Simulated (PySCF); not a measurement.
F3HSn. Atoms are numbered in the order given.

```xyz
5

Sn     0.0000     0.0000     0.2425
F      1.5291     0.8828    -0.5209
F      0.0000    -1.7656    -0.5209
F     -1.5291     0.8828    -0.5209
H      0.0000     0.0000     1.9391
```

Geometry: B3LYP-D3(BJ)/def2-SVP. The def2 effective core potentials stand for the cores of Sn; spin–orbit coupling is left out.

Level of theory: PySCF 2.14.0 with C-PCM-PBE0/def2-SVP.

The values are the electrostatic part of the solvation free energy, E(continuum) − E(gas) at the gas-phase geometry, in a cavity of scaled van der Waals radii (PySCF's table); cavitation and dispersion terms are not included. A continuum can't describe solvent molecules that bind to the metal. In vacuum the orbital gap is 8.57 eV. The dipole moment in vacuum is 3.40 D.

Computed values in water (ε = 78.36), ethylethanoate (ε = 5.99), dichloromethane (ε = 8.93):
| solvent | ε | ΔG(elec) (kcal/mol) | dipole (D) | gap (eV) |
|---|---|---|---|---|
| water | 78.36 | -7.9 | 4.21 | 8.61 |
| ethylethanoate | 5.99 | -6.5 | 4.06 | 8.61 |
| dichloromethane | 8.93 | -7.0 | 4.11 | 8.61 |
